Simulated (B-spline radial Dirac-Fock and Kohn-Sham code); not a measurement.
# Satellites and hypersatellites of the K lines of Rh²⁺

System: Rh²⁺ in the configuration 1s2 2s2 2p6 3s2 3p6 3d10 4s2 4p6 4d7, inside a Watson sphere of charge -2 and radius 2 Å (a model of the Madelung potential; inside it an electron's potential energy is raised by 14.4 eV).

Calculated with a radial atomic solver, using Dirac-Fock ΔSCF + Breit + QED. Each two-hole energy is an average over J within one jj subconfiguration, not an observable level; in light atoms, where LS coupling holds, the j-resolved values are not observed lines, and for a K spectator the Kα1 hypersatellite is nearly forbidden. The model has no electron correlation.

Lines without a spectator: Kα2 (K-L2) 20071.7 eV, Kα1 (K-L3) 20214.2 eV, Kβ3 (K-M2) 22695.2 eV, Kβ1 (K-M3) 22720.3 eV. Shifts in eV with one spectator hole (a dash: not computed, or left out as unreliable):

```tsv
spectator hole	Kα2	Kα1	Kβ3	Kβ1
L2 (2p1/2)	+54.3	+67.9	–	+145.7
L3 (2p3/2)	+55.1	+54.6	+131.8	–
M2 (3p1/2)	–	+7.22	+16.46	+20.17
M3 (3p3/2)	+5.59	–	+17.54	+16.95
M5 (3d5/2)	-1.89	-0.29	–	–
```

**Question.** Where does the K-L3 hypersatellite lie, emitted when both K electrons are missing?

**Answer.** +520.0 eV from the normal line, at 20734.2 eV. Removing both K electrons costs 47175.9 eV, which is 701.2 eV more than twice the K binding energy.

With n spectator holes in 2p, averaged over the 2p shell (energies in eV):

```
n     KαLⁿ   step  hypersatellite KαʰLⁿ
0  20166.7      –               20682.4
1  20224.9  +58.3               20742.0
2  20284.4  +59.5               20802.9
3  20345.1  +60.7               20865.0
4  20407.1  +61.9               20928.3
5  20470.2  +63.2               20992.8
```
